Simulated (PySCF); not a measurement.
**Spin states and ions at one geometry of HfH4**

PySCF 2.14.0, RKS PBE, Hf def2-SVP with ECP60, H def2-SVP; non-relativistic Hamiltonian with scalar-relativistic core potentials where named; density fitting; no spin-orbit coupling; singlets restricted, open shells unrestricted. The geometry is relaxed for charge 0, singlet, vacuum:

```xyz
5

Hf    0.0000    0.0000    0.0000
H     1.5143    0.0000    1.0693
H     0.0000    1.5143   -1.0693
H    -1.5143    0.0000    1.0693
H     0.0000   -1.5143   -1.0693
```

Energies count from the relaxed state; an electron taken off or put on is at rest in vacuum. Charges and spins are Mulliken's.

Question: Order these states by energy, lowest first.
A. charge -1, doublet, vacuum
B. charge +1, doublet, vacuum
C. charge 0, triplet, vacuum
D. charge 0, singlet, vacuum

Answer: A (-0.22 eV), D (0.00 eV), C (3.61 eV), B (10.46 eV).

Question: How do charge and spin on the first atom follow?

Answer: 
```csv
state,spin squared,charge on Hf1 (e),spin on Hf1 (e),dipole about the centre of mass (D)
"charge 0, singlet, vacuum",0.00,1.00,0.00,0.00
"charge 0, triplet, vacuum",2.00,0.70,1.23,0.00
"charge +1, doublet, vacuum",0.76,1.22,0.21,2.01
"charge -1, doublet, vacuum",0.75,0.19,1.10,0.00
```

With an electron taken off (doublet) the charges change, summed by element, by Hf +0.22 e, H +0.78 e. The vertical ionisation energy is 10.46 eV, against −ε(HOMO) = 7.07 eV of the relaxed state. The level lies 3.4 eV too high, as is usual for semilocal functionals and global hybrids, which keep a self-interaction error.

With an electron put on (doublet) the charges change, summed by element, by Hf -0.81 e, H -0.19 e. The vertical electron affinity is 0.22 eV, against −ε(LUMO) = 3.09 eV of the relaxed state. The basis has no diffuse functions, which an added electron needs. The added electron's level lies above zero.

Open shells may have lower solutions than those found. Hard to converge, so the more doubtful: charge 0, triplet, vacuum; charge +1, doublet, vacuum.
